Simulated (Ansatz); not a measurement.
Basis-set series for `[BH]1C[SiH2][AlH]1`. Total charge 0; spin multiplicity 1. The structure was optimised at the PBE0-D4/def2-TZVP level.

```tsv
functional	basis	functions	energy (Eh)	HOMO (eV)	LUMO (eV)
PBE0-D4	def2-TZVPP	230	-598.14808	-6.03	-1.58
PBE0-D4	def2-QZVPP	434	-598.16878	-6.03	-1.60
ωB97M-V	def2-TZVPP	230	-598.37672	-7.93	0.08
ωB97M-V	def2-QZVPP	434	-598.39648	-7.94	-0.06
```

(1) Give the rows for def2-SVP. (Best estimate.)

Answers

(1) Computed: 
```json
{"functional": "PBE0-D4", "basis": "def2-SVP", "functions": "94", "energy (Eh)": "-597.89223", "HOMO (eV)": "-6.04", "LUMO (eV)": "-1.56"}
{"functional": "ωB97M-V", "basis": "def2-SVP", "functions": "94", "energy (Eh)": "-598.11598", "HOMO (eV)": "-7.91", "LUMO (eV)": "0.16"}
```

Positive LUMOs are unbound and depend on the basis.
